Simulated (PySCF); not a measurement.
Molecule: `CNc1ccccn1`, C6H8N2.

Molfile (atoms numbered from 1):
```
C6H8N2
     RDKit          3D

 16 16  0  0  0  0  0  0  0  0999 V2000
    2.7491    0.3215   -0.1027 C   0  0  0  0  0  0  0  0  0  0  0  0
    1.6447   -0.3616   -0.7011 N   0  0  0  0  0  0  0  0  0  0  0  0
    0.3496   -0.2431   -0.2969 C   0  0  0  0  0  0  0  0  0  0  0  0
   -0.0489    0.6789    0.6966 C   0  0  0  0  0  0  0  0  0  0  0  0
   -1.3937    0.7402    1.0304 C   0  0  0  0  0  0  0  0  0  0  0  0
   -2.3076   -0.0990    0.3915 C   0  0  0  0  0  0  0  0  0  0  0  0
   -1.8048   -0.9758   -0.5681 C   0  0  0  0  0  0  0  0  0  0  0  0
   -0.5250   -1.0544   -0.9074 N   0  0  0  0  0  0  0  0  0  0  0  0
    2.8929    0.0620    0.9638 H   0  0  0  0  0  0  0  0  0  0  0  0
    3.6702    0.0586   -0.6391 H   0  0  0  0  0  0  0  0  0  0  0  0
    2.6353    1.4180   -0.1660 H   0  0  0  0  0  0  0  0  0  0  0  0
    1.8075   -1.1201   -1.3493 H   0  0  0  0  0  0  0  0  0  0  0  0
    0.6783    1.3245    1.1897 H   0  0  0  0  0  0  0  0  0  0  0  0
   -1.7292    1.4454    1.7955 H   0  0  0  0  0  0  0  0  0  0  0  0
   -3.3718   -0.0789    0.6302 H   0  0  0  0  0  0  0  0  0  0  0  0
   -2.4820   -1.6599   -1.0942 H   0  0  0  0  0  0  0  0  0  0  0  0
  1  2  1  0
  2  3  1  0
  3  4  2  0
  4  5  1  0
  5  6  2  0
  6  7  1  0
  7  8  2  0
  8  3  1  0
  1  9  1  0
  1 10  1  0
  1 11  1  0
  2 12  1  0
  4 13  1  0
  5 14  1  0
  6 15  1  0
  7 16  1  0
M  END
```

Geometry PBE0-D3(BJ)/def2-SVP throughout; GIAO in PySCF 2.14.0 with density-fitted response routines, gas phase, one conformer, non-relativistic; equivalent atoms averaged; basis pcSseg-1.

For orientation, KT3 gives these shifts δ (against TMS at the same level): C3 147.9, C5 129.1, C4 94.8, C1 29.6, H16 7.84, H14 7.11, H15 6.15, H13 5.76, H12 3.96 ppm.

A run gave: C3 162.5, C5 143.4, C4 104.1, C1 29.3, H16 8.05, H14 7.35, H15 6.35, H13 5.92, H12 4.07 ppm (shifts δ (against TMS at the same level)).

Task: Which functional was used in that run?
A. wB97X-D
B. B3LYP
C. LC-wPBE
D. WP04
E. B97-D

Result: B. H14 tells them apart best: B3LYP gives 7.35, wB97X-D gives 7.55, B97-D gives 7.19, LC-wPBE gives 7.73, WP04 gives 7.11 ppm.
